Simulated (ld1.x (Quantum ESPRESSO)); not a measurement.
**gallium (Ga), ultrasoft: configuration errors across variants**

Ga (Z = 31), ultrasoft, made with ld1.x (Quantum ESPRESSO) 7.5 (BLYP, non-relativistic). Core [Ar], reference 3d10 4s2 4p1. Waves: 4s (bound): rcut 1.65, rcutus 2.05 bohr; 4s channel at 0.25 Ry: rcut 1.65, rcutus 2.05 bohr; 4p (bound): rcut 1.50, rcutus 2.00 bohr; 4p channel at 0.15 Ry: rcut 1.50, rcutus 2.00 bohr; 3d (bound): rcut 0.90, rcutus 1.15 bohr; 3d channel at -0.7 Ry: rcut 0.90, rcutus 1.15 bohr. Local part: all-electron potential smoothed inside 1.20 bohr (lloc = -1). Core correction: a·sin(br)/r model core, default radius (core density twice the valence density). Augmentation charge: PSQ, inside the norm-conserving radii.

All-electron excitation energies from the reference (eV): (1) 3d10 4s2 4p0 5.696; (2) 3d10 4s1 4p0 26.568; (3) 3d10 4s0 4p0 57.597; (4) 3d10 4s2 4p0.5 2.022; (5) 3d10 4s0 4p3 12.893; (6) 3d10 4s1 4p1 12.755; (7) 3d9 4s2 4p2 20.953.

The default core radius of the base comes out at 0.31 bohr.

A true bound ghost makes a file unfit for plane-wave use even where its test errors are small: the radial tests pick states by their node count and pass the ghost by.

Errors AE − PS in meV (a dash: test not solved or not reliable):

| change | (1) | (2) | (3) | (4) | (5) | (6) | (7) | bound ghosts |
| --- | --- | --- | --- | --- | --- | --- | --- | --- |
| base | +0.1 | -5.0 | -28 | 0.0 | -9.4 | -2.9 | -265 | s |
| core correction none | +1.7 | +22 | +101 | +0.3 | +1.7 | +3.8 | -204 | s |
| core correction a·sin(br)/r model core inside 0.46 bohr | +0.1 | -5.0 | -28 | 0.0 | -9.4 | -2.9 | -265 | s |
| core correction a·sin(br)/r model core inside 0.60 bohr | +0.1 | -5.0 | -28 | 0.0 | -9.4 | -2.9 | -265 | s |
| core correction a·sin(br)/r model core inside 0.76 bohr | +0.1 | -4.9 | -28 | 0.0 | -9.3 | -2.9 | -264 | s |
| core correction a·sin(br)/r model core inside 0.90 bohr | +0.1 | -4.9 | -28 | 0.0 | -9.3 | -2.9 | -259 | s |
| core correction a·sin(br)/r model core inside 1.02 bohr | +0.1 | -4.8 | -27 | 0.0 | -9.1 | -2.8 | -252 | s |
| core correction a·sin(br)/r model core inside 1.26 bohr | +0.1 | -3.9 | -22 | 0.0 | -8.0 | -2.4 | -233 | s |
| core correction a·sin(br)/r model core inside 1.36 bohr | +0.1 | -2.7 | -16 | 0.0 | -6.8 | -2.0 | -226 | s |

Question: Give the same row for: core correction a·sin(br)/r model core inside 1.16 bohr.

Answer: +0.1, -4.5, -26, 0.0, -8.7, -2.7, -241; bound ghosts: s.
